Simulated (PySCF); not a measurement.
## Which determinant of InN lies lowest?

Unrestricted PBE0; In def2-TZVPPD with ECP28, N def2-TZVPPD; scalar-relativistic core potentials (PySCF 2.14). Outer shells of the fragments: In 4d10 5s2 5p1; N 2s2 2p3.

Followed along the bond (rough minima from three points):

```json
{"2Ms+1": "3", "unpaired": "π ↑↑", "⟨S²⟩ at the start": "2.01", "R at minimum (Å)": "2.22", "Te (eV)": "0.00"}
{"2Ms+1": "3", "unpaired": "σ ↑, π ↑", "⟨S²⟩ at the start": "2.03", "R at minimum (Å)": "2.07", "Te (eV)": "0.22"}
{"2Ms+1": "1", "unpaired": "π ↑↓", "⟨S²⟩ at the start": "1.00", "R at minimum (Å)": "2.21", "Te (eV)": "0.52"}
{"2Ms+1": "1", "unpaired": "σ ↓, π ↑", "⟨S²⟩ at the start": "1.02", "R at minimum (Å)": "2.05", "Te (eV)": "0.63"}
{"2Ms+1": "5", "unpaired": "σ ↑, π ↑↑↑", "⟨S²⟩ at the start": "6.01", "R at minimum (Å)": "none in the scan", "Te (eV)": "≤ 1.97"}
```

Solutions found at the starting distance of 2.045 Å, counted from the lowest of them; the search is not exhaustive and high or unbound solutions are not listed, so other states can lie among these:

```csv
2Ms+1,unpaired,term,E (eV),⟨S²⟩,⟨Lz²⟩,μ (D)
3,π ↑↑,³Σ⁻,0.00,2.01,0.00,-1.74
3,"σ ↑, π ↑",³Π,0.06,2.03,1.02,-3.29
1,"σ ↓, π ↑",mixed,0.47,1.02,1.03,-3.58
1,π ↑↓,mixed,0.52,1.00,2.01,-1.73
1,none,¹Σ⁺,1.81,0.00,0.00,-5.30
1,none,mixed,2.07,0.00,2.00,-1.63
5,"σ ↑, π ↑↑↑",⁵Π,2.26,6.01,1.00,-0.05
3,"σ ↓, π ↑↑↑",mixed,3.13,3.02,1.00,-0.16
1,"σ ↑, π ↑↓↓",mixed,3.43,2.02,3.02,0.11
3,π ↑↑,mixed,3.80,2.07,2.01,-2.50
3,π ↑↑,mixed,4.03,2.05,2.01,-2.37
5,"σ ↑↑, π ↑↑",⁵Σ⁻,4.19,6.01,0.00,-0.37
5,"σ ↑↑, π ↑↑",mixed,4.87,6.01,2.01,-2.19
5,"σ ↑↑, π ↑↑",mixed,5.14,6.01,2.01,-2.24
```

A term symbol is given only where ⟨S²⟩ and ⟨Lz²⟩ are close to those of a pure state; real π, δ and φ orbitals otherwise mix terms. A positive dipole means In(−)N(+).

**Question.** Compare the gap between the two lowest followed solutions at the starting distance with the gap between their minima.

**Answer.** At PBE0 the second solution (triplet, unpaired electrons σ ↑, π ↑) lies +0.06 eV from the first (triplet, unpaired electrons π ↑↑) at 2.045 Å and +0.22 eV at the minima; the two curves relax by different amounts, since their minima lie near 2.07 and 2.22 Å.

Spin–orbit coupling is left out.
